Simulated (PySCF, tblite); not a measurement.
Calculated elemental compositions, with the atomic weights C 12.011, P 30.974, S 32.060, H 1.008, Si 28.085, N 14.007, F 18.998.

A compound of molar mass 130.15 g/mol holds 46.14 % carbon, 24.63 % sulfur, 5.42 % hydrogen and 23.80 % phosphorus by mass. What is its formula?

Dividing out the atomic weights: C 5.00, S 1.00, H 7.00, P 1.00. So C5H7PS. One species with this formula is `C1=CC=C(C)[P@@H]1=S`.

A compound of molar mass 142.28 g/mol holds 9.92 % hydrogen, 19.74 % silicon, 19.69 % nitrogen and 50.65 % carbon by mass. What is its formula?

Dividing out the atomic weights: H 14.00, Si 1.00, N 2.00, C 6.00. So C6H14N2Si. One species with this formula is `C1C(CCCC1)=NN[SiH3]`.

A compound of molar mass 170.42 g/mol holds 49.44 % silicon, 11.15 % fluorine, 6.51 % hydrogen, 14.10 % carbon and 18.81 % sulfur by mass. What is its formula?

Per cent/100 × molar mass / atomic weight: Si 3.00, F 1.00, H 11.01, C 2.00, S 1.00. So C2H11FSSi3. One species with this formula is `C[SiH2]CS[Si@@H](F)[SiH3]`.

A compound of molar mass 104.10 g/mol holds 30.80 % sulfur, 23.08 % carbon, 0.97 % hydrogen, 18.25 % fluorine and 26.91 % nitrogen by mass. What is its formula?

Atoms of each element: S 1.00, C 2.00, H 1.00, F 1.00, N 2.00. So C2HFN2S. One species with this formula is `FC1=NN=CS1`.

A compound of molar mass 135.11 g/mol holds 10.37 % nitrogen, 4.48 % hydrogen, 62.23 % carbon and 22.93 % phosphorus by mass. What is its formula?

Dividing out the atomic weights: N 1.00, H 6.00, C 7.00, P 1.00. So C7H6NP. One species with this formula is `Cc1cpccc1C#N`.
